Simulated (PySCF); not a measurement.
**How methods differ on the excitation energy of Ta²⁺**

Ta²⁺ [Xe] 4f14 5d3 (4F) → Ta²⁺ [Xe] 4f14 5d2 6s1 (4F), as a difference of total energies. Computed with PySCF 2.14 in aug-cc-pVDZ-PP with ECP60MDF, with a scalar-relativistic core potential. Correlated levels: valence: 5s2 5p6 frozen. The calculations carry no spin-orbit coupling.

```
           method  excitation energy (eV)
              UHF                   0.846
              LDA                   0.561
              PBE                   0.734
             PBE0                   0.875
           r2SCAN                   0.835
          r2SCANh                   0.869
            wB97X                   1.012
           PBEsol                   0.715
             BLYP                   0.608
    MP2 (valence)                   0.863
SCS-MP2 (valence)                   0.852
```
